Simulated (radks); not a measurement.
Results of a calculation; reference values are marked as such.
Task: Ce V, 54 electrons, occupied as [Xe]. Code: a radial shooting solver on a logarithmic mesh with Libxc functionals. Model: scalar-relativistic Kohn-Sham, PBE, spin-polarised, spherical densities, finite nucleus; Fermi nuclear charge, rms radius 4.8771 fm. Some entries of the table are withheld. Estimate them.

orbital,occ.,eigenvalue (eV),<1/r> (bohr^-1)
1s,2,-40310.32,63.34
2s,2,-6492.154,14.60
2p,6,-5819.231,13.83
3s,2,-1434.243,5.299
3p,6,-1220.206,(1)
3d,10,-916.0477,4.759
4s,2,-325.5616,2.219
4p,6,-255.4036,(2)
4d,10,-154.2930,1.795
5s,2,-78.8711,0.9094
5p,6,-60.0652,0.7980

Result: 
(1) 3p <1/r> (bohr^-1): 5.018
(2) 4p <1/r> (bohr^-1): 2.050
